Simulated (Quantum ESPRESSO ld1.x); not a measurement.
Question: These are the eigenvalues of the occupied orbitals of an atom or ion with whole-number occupations (eV). Calculated with ld1.x of Quantum ESPRESSO 7.5: scalar-relativistic Kohn-Sham, LDA (Slater exchange, Perdew-Zunger correlation), spin-polarised, spherical densities, point nucleus.

| orbital | eigenvalue |
|---|---|
| 1s up | -23063.2 |
| 1s down | -23063.2 |
| 2s up | -3391.59 |
| 2s down | -3390.66 |
| 2p up | -3047.21 |
| 2p down | -3046.48 |
| 3s up | -650.111 |
| 3s down | -649.454 |
| 3p up | -536.964 |
| 3p down | -536.250 |
| 3d up | -355.598 |
| 3d down | -354.646 |
| 4s up | -136.542 |
| 4s down | -132.689 |
| 4p up | -103.882 |
| 4p down | -99.9098 |
| 4d up | -56.2998 |

Which element is it, and in what charge state? The configuration may be excited. Open shells, if any, are filled with parallel spins first.

Answer: Z = 45, rhodium, charge +4: Rh4+ in [Kr] 4d5. The list shows which subshells hold electrons but not how many an open one holds; the 1s level, -847.56 hartree, gives Z - s = 41.2 by -(Z - s)^2/2, which with screening and relativity narrows Z to a few neighbours, and the depths of the outer levels then fix element, charge and occupations together.
